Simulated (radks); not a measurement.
Excited configurations of Ar3+: one electron is placed in a higher orbital outside [Ne] 3s2 3p2. The ground configuration is [Ne] 3s2 3p3. Method: Dirac Kohn-Sham, LDA (Slater exchange, Perdew-Wang correlation), spin-unpolarised, spherical densities, finite nucleus; open shells fill j = l - 1/2 first; Fermi nuclear charge, rms radius 3.4274 fm; computed with a radial shooting solver on a logarithmic mesh with Libxc functionals. Excitation = E - E(ground); binding = E(ion) - E, where the ion is the core of charge +4; n* = 4/sqrt(2 binding) in atomic units, and the quantum defect is n - n*.

| outer orbital | excitation (eV) | binding (eV) | n* | quantum defect | eigenvalue (eV) | <r> (bohr) |
|---|---|---|---|---|---|---|
| 3d3/2 | 22.037 | 35.567 | 2.474 | 0.526 | -28.883 | 1.645 |
| 4s1/2 | 29.586 | 28.018 | 2.787 | 1.213 | -24.711 | 2.989 |
| 4f5/2 | 43.440 | 14.164 | 3.920 | 0.080 | -11.877 | 4.168 |
| 5s1/2 | 42.330 | 15.274 | 3.775 | 1.225 | -13.611 | 5.452 |
| 6s1/2 | 47.963 | 9.641 | 4.752 | 1.248 | -8.648 | 8.630 |
| 7p1/2 | 51.477 | 6.126 | 5.961 | 1.039 | -5.513 | 13.39 |
| 7f5/2 | 52.779 | 4.825 | 6.717 | 0.283 | -4.305 | 15.80 |

Estimate the row for 7s1/2.

Answer. excitation (eV) 50.955; binding (eV) 6.649; n* 5.722; quantum defect 1.278; eigenvalue (eV) -5.992; <r> (bohr) 12.54. The Delta-SCF ionisation energy is 57.604 eV (NIST Atomic Spectra Database: 59.6 eV, semi-empirical). Self-interaction in the functional shifts the binding energies and quantum defects, so they are the method's values and not measured ones. Spin polarisation and multiplet splitting are left out, so open shells lie too high by an amount that depends on their filling.

Beside tabulated values, note that spin-unpolarised runs miss the spin-polarisation part of the exchange energy of open shells.
